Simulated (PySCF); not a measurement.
SMILES Cc1ccc(s1)-c1c(F)c(F)c(c(F)c1F)F (C₁₁H₅F₅S), GFN2-xTB optimised geometry.

```
22

C     -4.25     1.27     0.44
C     -2.96     0.58     0.20
C     -2.75    -0.70    -0.24
C     -1.40    -1.04    -0.35
C     -0.55    -0.01    -0.01
C      0.90     0.00    -0.01
C      1.65    -1.18     0.00
F      1.04    -2.38     0.03
C      3.04    -1.18     0.00
F      3.70    -2.34     0.01
C      3.74     0.02     0.00
F      5.08     0.02     0.00
C      3.03     1.21     0.00
F      3.68     2.38     0.00
C      1.64     1.19     0.00
F      1.01     2.37    -0.01
S     -1.47     1.40     0.45
H     -5.08     0.57     0.31
H     -4.38     2.10    -0.26
H     -4.29     1.68     1.45
H     -3.55    -1.38    -0.46
H     -1.07    -2.00    -0.69
```

Density from PBE/def2-SVP in PySCF 2.14.0 at that geometry.

Minimum of the electron density along straight lines between bonded atoms, close to the bond critical point (lines longer than 1.1 times the sum of covalent radii, or with two minima, are not listed):

| bond | length / Å | ρ at the minimum / e bohr⁻³ | ∇²ρ there / e bohr⁻⁵ | position (fraction from the first atom) |
|---|---|---|---|---|
| C1–C2 | 1.485 | 0.256 | -0.58 | 0.49 |
| C2–C3 | 1.366 | 0.317 | -0.77 | 0.51 |
| C3–C4 | 1.402 | 0.299 | -0.72 | 0.50 |
| C4–C5 | 1.375 | 0.310 | -0.74 | 0.49 |
| C5–C6 | 1.445 | 0.272 | -0.61 | 0.49 |
| C6–C7 | 1.404 | 0.298 | -0.71 | 0.49 |
| C7–F8 | 1.339 | 0.260 | 0.13 | 0.34 |
| C7–C9 | 1.388 | 0.314 | -0.79 | 0.50 |
| C9–F10 | 1.336 | 0.263 | 0.10 | 0.34 |
| C9–C11 | 1.391 | 0.311 | -0.77 | 0.50 |
| C11–F12 | 1.334 | 0.264 | 0.13 | 0.34 |
| C11–C13 | 1.391 | 0.311 | -0.77 | 0.50 |
| C13–F14 | 1.335 | 0.263 | 0.10 | 0.34 |
| C6–C15 | 1.404 | 0.299 | -0.71 | 0.49 |
| C13–C15 | 1.388 | 0.314 | -0.79 | 0.50 |
| C15–F16 | 1.339 | 0.260 | 0.13 | 0.34 |
| C2–S17 | 1.724 | 0.214 | -0.44 | 0.47 |
| C5–S17 | 1.746 | 0.204 | -0.40 | 0.47 |
| C1–H18 | 1.087 | 0.275 | -1.01 | 0.63 |
| C1–H19 | 1.090 | 0.273 | -0.99 | 0.63 |
| C1–H20 | 1.089 | 0.273 | -0.99 | 0.63 |
| C3–H21 | 1.075 | 0.281 | -1.06 | 0.63 |
| C4–H22 | 1.073 | 0.285 | -1.09 | 0.64 |
